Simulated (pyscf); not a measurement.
Single points on ωB97X-D3(BJ)/def2-SVP structures (PySCF, gas phase).

SMILES: [SiH2](O)[Ti]([F])([F])[F]
```xyz
9

O      1.1236    -0.7385    -1.5040
Si    -0.2669     0.0487    -1.0093
Ti    -2.1377    -1.6527    -1.2508
F     -1.6645    -2.9488    -0.2022
F     -2.1498    -2.0133    -2.9454
F     -3.4916    -0.7207    -0.6991
H      1.9485    -0.2414    -1.5069
H     -0.5572     1.2521    -1.8535
H     -0.1718     0.5126     0.4121
```

### Question
How much does it cost (ΔH, 298 K, ωB97M-D3(BJ)/def2-TZVP) to split HO–SiH₂–Ti(F)(F)–F at its Si–Ti bond into HO–SiH₂• + [F–Ti(F)–F]•?

### Answer
Si–Ti to HO–SiH₂• + [F–Ti(F)–F]•: 159.8 kJ/mol. The 7 functionals that were run give +134.7 (M06-2X) to +184.2 kJ/mol (PBE). The radicals are drawn with the spin at the cut bond; how far it spreads was not checked. Other isomers of HO–SiH₂• were not searched in full and may lie lower. Open-shell species with a d-block atom are single-reference here; other states, and whether the spin sits on metal or ligand, were not checked.
